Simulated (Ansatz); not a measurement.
C₁₂H₂₀F₆N₂O₄S₂⁻, that is N-butyl-N-methylpyrrolidinium cyclic bis(sulfonyl)imide with one electron more. Charge -1, multiplicity 2. Geometry PBE-D4/def2-SVP; atoms count from 1.

| atom | x (Å) | y (Å) | z (Å) |
| --- | --- | --- | --- |
| C1 | -2.060 | 3.191 | 1.438 |
| C2 | -2.165 | 1.982 | 0.508 |
| C3 | -1.585 | 0.712 | 1.149 |
| C4 | -1.503 | -0.403 | 0.123 |
| N5 | -0.985 | -1.741 | 0.653 |
| C6 | 0.244 | -1.555 | 1.499 |
| C7 | -0.662 | -2.653 | -0.550 |
| C8 | -1.334 | -3.982 | -0.230 |
| C9 | -2.607 | -3.548 | 0.507 |
| C10 | -2.071 | -2.467 | 1.441 |
| H11 | -2.575 | 3.017 | 2.409 |
| H12 | -2.506 | 4.096 | 0.977 |
| H13 | -0.989 | 3.397 | 1.639 |
| H14 | -3.221 | 1.805 | 0.197 |
| H15 | -1.577 | 2.197 | -0.410 |
| H16 | -2.195 | 0.422 | 2.038 |
| H17 | -0.563 | 0.966 | 1.503 |
| H18 | -0.819 | -0.133 | -0.719 |
| H19 | -2.497 | -0.636 | -0.317 |
| H20 | 0.962 | -0.892 | 0.944 |
| H21 | 0.680 | -2.555 | 1.682 |
| H22 | -0.053 | -1.086 | 2.455 |
| H23 | -1.085 | -2.160 | -1.447 |
| H24 | 0.444 | -2.634 | -0.726 |
| H25 | -0.700 | -4.611 | 0.434 |
| H26 | -1.530 | -4.567 | -1.150 |
| H27 | -3.340 | -3.120 | -0.210 |
| H28 | -3.116 | -4.359 | 1.067 |
| H29 | -1.587 | -2.926 | 2.325 |
| H30 | -2.813 | -1.728 | 1.795 |
| O31 | 2.104 | -1.852 | -1.356 |
| S32 | 1.723 | -0.446 | -1.838 |
| O33 | 0.266 | -0.389 | -2.333 |
| N34 | 1.729 | 0.386 | -0.254 |
| S35 | 1.488 | 1.956 | -0.180 |
| O36 | 1.254 | 2.350 | 1.252 |
| O37 | 0.600 | 2.579 | -1.212 |
| C38 | 3.164 | 2.797 | -0.521 |
| F39 | 3.031 | 4.131 | -0.270 |
| F40 | 4.083 | 2.297 | 0.349 |
| C41 | 3.706 | 2.640 | -1.964 |
| F42 | 2.892 | 3.302 | -2.828 |
| F43 | 4.938 | 3.318 | -1.999 |
| C44 | 3.860 | 1.215 | -2.433 |
| F45 | 4.215 | 1.161 | -3.741 |
| F46 | 4.758 | 0.526 | -1.696 |

Single mean-field runs in def2-TZVP are fitted with def2-universal-jkfit.

Q: Estimate the Mulliken populations of the heavy atoms from the PBE0/def2-TZVP orbitals of Ansatz.

A: 
```csv
atom,charge (e),spin (α − β)
C1,-0.37,0.00
C2,-0.19,0.00
C3,-0.25,0.00
C4,-0.32,0.00
N5,0.29,0.00
C6,-0.40,0.00
C7,-0.33,0.00
C8,-0.16,0.00
C9,-0.17,0.00
C10,-0.23,0.00
O31,-0.59,0.05
S32,0.61,0.08
O33,-0.58,0.05
N34,-0.52,0.00
S35,0.71,0.00
O36,-0.54,0.00
O37,-0.49,0.00
C38,0.29,-0.01
F39,-0.17,0.00
F40,-0.17,0.00
C41,0.30,0.03
F42,-0.16,0.00
F43,-0.20,0.03
C44,0.17,0.67
F45,-0.18,0.04
F46,-0.16,0.04
```
Mulliken values depend strongly on the basis.

Q: Where does the spin sit?

A: Summed by element: C 0.70, N 0.00, H 0.01, O 0.11, S 0.08, F 0.11, of 1 unpaired in all. Largest on single atoms: C44 0.67, S32 0.08, O33 0.05.

Q: And the Mayer bond orders between heavy atoms (over 0.3)?

A: C1–C2 1.00 (1.53 Å); C2–C3 1.02 (1.54 Å); C3–C4 0.99 (1.52 Å); C4–N5 0.89 (1.53 Å); N5–C6 0.90 (1.50 Å); N5–C7 0.85 (1.54 Å); N5–C10 0.89 (1.53 Å); C7–C8 0.97 (1.52 Å); C8–C9 1.00 (1.53 Å); C9–C10 1.04 (1.53 Å); O31–S32 1.52 (1.54 Å); S32–O33 1.53 (1.54 Å); S32–N34 0.89 (1.79 Å); N34–S35 1.42 (1.59 Å); S35–O36 1.64 (1.50 Å); S35–O37 1.71 (1.50 Å); S35–C38 0.79 (1.91 Å); C38–F39 1.08 (1.36 Å); C38–F40 1.10 (1.36 Å); C38–C41 0.95 (1.55 Å); C41–F42 1.13 (1.36 Å); C41–F43 1.02 (1.41 Å); C41–C44 0.98 (1.51 Å); C44–F45 1.06 (1.36 Å); C44–F46 1.09 (1.35 Å).
